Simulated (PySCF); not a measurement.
Molecule: sum formula TiH3I (charge 0, singlet). SMILES: [TiH3][I]
Structure (B3LYP-D3(BJ)/def2-TZVP (Ansatz) minimum search):
```xyz
5

Ti     1.4156    -0.3094     0.9068
I     -0.6939     0.1517    -0.4445
H      2.7483     0.3517     0.1056
H      1.2655     0.3952     2.4353
H      1.6217    -1.9786     1.0692
```
Charge 0, spin multiplicity 1.

Dispersion corrections to the total energy (kcal/mol) from the dftd3 and dftd4 libraries through PySCF: D3(BJ) without and D4 with the three-body term, each with the damping fitted for the functional named.

| functional | D3(BJ) | D4 |
|---|---|---|
| PBE | -2.26 | -2.39 |
| BLYP | -5.42 | ___ |
| PW6B95 | -1.92 | -1.46 |
| BP86 | -4.67 | -3.38 |
| r2SCAN | ___ | -0.52 |
| PBE0 | -2.17 | ___ |
| TPSS | -3.04 | -3.17 |

Question: Fill in the missing entries.

Answer: 
- BLYP, D4: -4.97
- r2SCAN, D3(BJ): -0.62
- PBE0, D4: -2.05
